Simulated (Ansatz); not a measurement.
Reactions of dimethyl telluride (`C[Te]C`).

Isolated molecules relaxed with PBE0-D4/def2-TZVP in Ansatz; ΔE leaves out vibrations. CCSD(T)/CBS is the MP2 limit (def2-TZVPP, def2-QZVPP) plus CCSD(T) − MP2 in def2-TZVPP, frozen cores. This one scheme is used for every species. Double bonds are as drawn, so ΔE can hold a change between cis and trans. Elements past krypton have def2 core potentials. For Te outer-core shells are correlated without core-valence functions, which leaves a few kJ/mol of doubt a bond. One conformer a species, not always the lowest.

Problem. Order these by ΔE at CCSD(T)/CBS, lowest first. (Best estimate.)
A. `C[Te]C` + `CC=N` → `C[Te]C(C)=N` + CH₄
B. `C[Te]C` + `N/C=N/BF` → `C[Te]BF` + `C/N=C\N`
C. `C[Te]C` + `CB(O)[SiH2][SiH3]` → `C[Te][SiH2][SiH3]` + `CB(C)O`
D. `C[Te]C` + `C=CF` → `C=C(F)[Te]C` + CH₄

Solution. C (-119.5 kJ/mol), A (-26.5 kJ/mol), D (-7.4 kJ/mol), B (+79.4 kJ/mol).

Largest T1 diagnostic: 0.014, for `N/C=N/BF`.
